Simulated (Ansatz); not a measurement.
Reaction (isomerisation): `B1CCCS1` → `B/C=C(\C)S`

Program: Ansatz. Geometries: PBE0-D4/def2-TZVP. ΔE: electronic, gas phase. CBS: MP2 limit from def2 TZ/QZ plus the TZ coupled-cluster correction, frozen cores. Functionals use def2-TZVPP. Each species was taken in one conformer, which may not be the lowest.

`B1CCCS1`:

```xyz
12

B    -0.639   -1.354   -0.557
C    -1.115    0.040   -0.013
C     0.097    0.688    0.660
C     1.343    0.317   -0.131
S     1.124   -1.413   -0.687
H    -1.309   -2.285   -0.883
H    -1.437    0.630   -0.885
H    -1.986   -0.013    0.645
H     0.195    0.290    1.675
H     0.007    1.775    0.745
H     1.459    0.936   -1.024
H     2.260    0.389    0.454
```

`B/C=C(\C)S`:

Z-matrix (Å, degrees):
```
C
C 1 1.491
H 1 1.087 2 110.9
H 1 1.094 2 110.2 3 -120.8
H 1 1.094 2 110.3 3 120.8
C 2 1.357 1 125.9 3 0.3
S 2 1.745 1 116.3 3 -179.7
B 6 1.516 2 125.3 1 -0.0
H 6 1.090 2 115.7 1 180.0
H 7 1.342 2 97.7 1 0.1
H 8 1.197 6 119.7 2 179.9
H 8 1.198 6 122.3 2 -0.1
```

Problem. Is it downhill or uphill in electronic energy at CCSD(T)/CBS, and by how much? (Best estimate.)

Solution. Computed: Uphill: ΔE = +43.0 kcal/mol.

Problem. What do these levels give: PBE, CCSD/def2-TZVPP, CCSD(T)/def2-TZVPP, SCS-MP2/def2-QZVPP, HF/CBS(def2), MP2/CBS(def2)? (An estimate is asked.)

Solution. Ansatz gave: PBE 41.0, CCSD/def2-TZVPP 43.2, CCSD(T)/def2-TZVPP 42.9, SCS-MP2/def2-QZVPP 42.4, HF/CBS(def2) 38.1, MP2/CBS(def2) 44.6 kcal/mol.

Largest T1 diagnostic among the species: 0.013.

In def2-TZVPP, CCSD(T) changes the Hartree–Fock value by +4.5 kcal/mol (the triples alone add −0.3 kcal/mol) and MP2 by +6.0 kcal/mol. From PBE to PBE0 (25 % exact exchange), in def2-TZVPP and without D4, ΔE moves by +3.5 kcal/mol.
